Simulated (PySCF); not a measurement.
PySCF input for CHO2, SMILES C(=O)[O-], charge -1, PBE-D3(BJ)/def2-TZVPD. The structure is a stationary point at PBE-D3(BJ)/def2-TZVPD.

```python
import numpy as np
from pyscf import gto, scf, dft, df
from pyscf.hessian import thermo

mol = gto.M(
    atom='''
    O     0.00000000    1.14441217   -0.21047897
    C     0.00000000    0.00000000    0.31678663
    O     0.00000000   -1.14441218   -0.21047897
    H     0.00000000    0.00000001    1.46694369
    ''',
    basis='def2-TZVPD',
    charge=-1,
    spin=0,
    max_memory=1600,
    verbose=3,
)
mf = dft.RKS(mol, xc='pbe').density_fit(auxbasis='def2-universal-jkfit')
mf.disp = 'd3bj'
mf.grids.level = 3
mf.conv_tol = 1e-11
mf.max_cycle = 100
mf.kernel()

# [left out here: the lines that compute and print the analytic Hessian (its translational invariance restored by hand, since the grid's response is missing), thermochemistry and intensities]
```

Output:

```
converged SCF energy = -189.09630820312

WARN: DFTD3 does not support analytical Hessian, using finite difference


WARN: Mole.unit (angstrom) is changed to Bohr

Mode                                 0                   1                   2
Irrep
Freq [cm^-1]                      714.1274            985.9705           1291.2804
Reduced mass [au]                  11.6484              1.8647             12.1047
Force const [Dyne/A]                3.5000              1.0681             11.8917
Char temp [K]                    1027.4703           1418.5920           1857.8651
Normal mode                   x     y     z       x     y     z       x     y     z
       0   O                -0.00 -0.13 -0.06    0.05 -0.00 -0.00   -0.00 -0.11  0.07
       1   C                 0.00 -0.00  0.15   -0.19 -0.00 -0.00    0.00  0.00 -0.18
       2   O                -0.00  0.13 -0.06    0.05  0.00  0.00   -0.00  0.11  0.07
       3   H                -0.00  0.00  0.14    0.70 -0.00 -0.00   -0.00 -0.00 -0.11
Mode                                 3                   4                   5
Irrep
Freq [cm^-1]                     1307.8374           1607.7487           2468.2294
Reduced mass [au]                   1.0880             11.8955              1.0604
Force const [Dyne/A]                1.0965             18.1162              3.8063
Char temp [K]                    1881.6868           2313.1924           3551.2325
Normal mode                   x     y     z       x     y     z       x     y     z
       0   O                 0.00 -0.03  0.04   -0.00  0.09 -0.04    0.00  0.01 -0.01
       1   C                -0.00 -0.01 -0.00    0.00 -0.24 -0.00   -0.00 -0.00 -0.07
       2   O                 0.00 -0.03 -0.04   -0.00  0.09  0.04    0.00 -0.01 -0.01
       3   H                 0.00  0.96 -0.00   -0.00  0.09 -0.00    0.00  0.00  0.97
temperature 298.1500 [K]
pressure 101325.00 [Pa]
Rotational constants [GHz] 106.50195 12.05950 10.83287
Symmetry number 2
Zero-point energy (ZPE) 0.01908 [Eh]   50094.783 [J/mol]
                           tot       elec      trans        rot        vib
Entropy [J/mol/K]       238.850      0.000    156.226     80.737      1.887
Cv [J/mol/K]             31.407      0.000     12.472     12.472      6.464
Cp [J/mol/K]             39.722      0.000     20.786     12.472      6.464
Internal energy [J/mol]                      3718.434   3718.434  50545.419
Internal energy [Eh]   -189.07422  -189.09631
Enthalpy [J/mol]                             6197.391   3718.434  50545.419
Enthalpy [Eh]          -189.07328
Gibbs free energy [J/mol]                  -40381.405 -20353.172  49982.667
Gibbs free energy [Eh] -189.10040
mode   freq/cm-1   IR/(km/mol)
   1      714.13        14.074
   2      985.97         0.314
   3     1291.28       118.773
   4     1307.84         3.878
   5     1607.75       787.303
   6     2468.23       638.486
max |gradient| / (hartree/bohr): 7.159776229464978e-05
APT charges: [-0.986   1.2239 -0.986  -0.2519]
```

The calculation finished and met its thresholds.
